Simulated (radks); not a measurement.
Results of a calculation; reference values are marked as such.
How relativity changes the ionisation of the rhenium ion Re+ ([Xe] 4f14 5d5 6s1) to Re2+ ([Xe] 4f14 5d5). Spin-unpolarised spherical Kohn-Sham, PBE, point nucleus unless stated (finite: rms radius 5.3698 fm), a radial shooting solver on a logarithmic mesh with Libxc functionals. A level marked "c x" has the speed of light scaled by that factor and shares open shells by 2j + 1; other Dirac levels either fill j = l - 1/2 first or share by 2j + 1.

level                               E(Re+) (hartree)  E(Re2+) (hartree)  IE (eV)   HOMO  <r> HOMO (bohr)
non-rel.                                 -15787.7880        -15787.2612   14.336     6s            3.162
scalar-rel.                              -16691.8876        -16691.2877   16.322     6s            2.865
scalar-rel., finite nucleus              -16689.0931        -16688.4934   16.317     6s            2.866
Dirac, 2j+1 shares                       -16717.4376        -16716.8376   16.325  5d5/2            1.882
Dirac, low j first                       -16717.5054        -16716.9095   16.214  5d5/2            1.894
Dirac, 2j+1 shares, finite nucleus       -16714.6159        -16714.0162   16.320  5d5/2            1.882
Dirac, c x 0.85                          -17173.9260        -17173.2862   17.408  5d5/2            1.918
Dirac, c x 1.25                          -16347.0571        -16346.4876   15.497  6s1/2            2.979
Dirac, c x 2                             -15993.4549        -15992.9128   14.750  6s1/2            3.093

NIST Atomic Spectra Database: 16.6 eV (semi-empirical). The relativistic part of the total energy of Re+ is -926.8 hartree (Dirac, 2j+1 shares, finite nucleus), 5.9 % of the non-relativistic value. Spin polarisation and multiplet splitting of open shells are left out at every level.

Beside tabulated values, note that relativity, absent from the non-relativistic runs, is large for the heavy elements, and spin-unpolarised runs miss the spin-polarisation part of the exchange energy of open shells.
